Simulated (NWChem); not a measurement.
System: TiN2H4S; SMILES [NH2][Ti]([NH2])=[S]

Input file for NWChem:

```
start job
memory heap 200 mb stack 900 mb global 1100 mb
geometry units angstroms noautoz
  Ti     0.032673     0.214637     0.000000
  S      0.008908    -1.853508     0.000000
  N     -0.129764     1.067299    -1.661271
  H     -0.220065     2.069773    -1.820978
  H     -0.197351     0.583110    -2.554448
  N     -0.129764     1.067299     1.661271
  H     -0.220065     2.069773     1.820978
  H     -0.197351     0.583110     2.554448
end
basis spherical
  * library def2-svp
end
dft
  xc pbe0
  iterations 150
  vectors input atomic output neutral.movecs
end
task dft energy
charge 1
dft
  odft
  mult 2
  vectors input atomic output cation.movecs
end
task dft energy
```

The geometry was optimised at PBE0/def2-SVP.

Ions are spin-unrestricted doublets at the neutral geometry; other ion states weren't tried.

Task: What results follow from this input? (PBE0/def2-SVP, vertical spin-unrestricted ions.) Quantities: vertical ionisation energy, ΔSCF (eV); −ε(HOMO) (eV).

Result: 
```
Quantity                               Result
-------------------------------------  ------
vertical ionisation energy, ΔSCF (eV)    8.65
−ε(HOMO) (eV)                            6.47
```
